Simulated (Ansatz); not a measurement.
A structure relaxed at PBE0-D4/def2-TZVP, charge 0, multiplicity 1:

| atom | x (Å) | y (Å) | z (Å) |
| --- | --- | --- | --- |
| C1 | 0.4746 | 1.0821 | -1.2227 |
| N2 | 0.0696 | 0.0344 | -0.3185 |
| C3 | -0.0919 | -1.2541 | -0.9402 |
| Ga4 | -0.2079 | 0.3249 | 1.4360 |
| F5 | 0.0428 | 1.9694 | 2.0007 |
| S6 | -0.8213 | -1.1684 | 2.9060 |
| H7 | 1.4388 | 0.8501 | -1.6964 |
| H8 | -0.2617 | 1.2228 | -2.0263 |
| H9 | 0.5795 | 2.0300 | -0.6923 |
| H10 | 0.8450 | -1.5990 | -1.3998 |
| H11 | -0.3987 | -2.0077 | -0.2110 |
| H12 | -0.8553 | -1.2265 | -1.7303 |
| H13 | -0.8136 | -0.2580 | 3.8948 |

(1) Give its formula and SMILES.

(2) Point group (tolerance 0.08 Å, 0.16 Å for H)?

(3) Summarise the bond lengths by kind.

Answers

(1) C2H7FGaNS, `C[N](C)[Ga]([F])[SH]`.

(2) Cs.

(3) 2 × C–N 1.440 to 1.442 Å; 6 × C–H 1.091 to 1.099 Å; 1 × Ga–N 1.800 Å; 1 × F–Ga 1.757 Å; 1 × Ga–S 2.183 Å; 1 × H–S 1.344 Å.

Computed with Ansatz.
